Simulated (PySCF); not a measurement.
# Electron correlation in Ar (argon, neutral)

[Ne] 3s2 3p5 4s1, high-spin 3P determinant (an excited configuration). All numbers are calculated (PySCF 2.14, scalar relativity by spin-free X2C-1e, in aug-cc-pCVTZ-DK with one added diffuse shell each of s, p, d, f type (9s8p6d4f, 91 functions)). Frozen: 1s2; 16 electrons correlated.

```
  level  correlation energy (mhartree)
   CCSD                        -511.70
    (T)                          -8.77
CCSD(T)                        -520.47
```

Diagnostics: T1 = 0.013, D1 = 0.0671, largest double amplitude 0.039.

The outer electron is Rydberg-like, and this basis confines it to a smaller radius and binds it less than a complete one would.

Cost of the coupled-cluster step: about 2.7 core-minutes, for 16 correlated electrons.
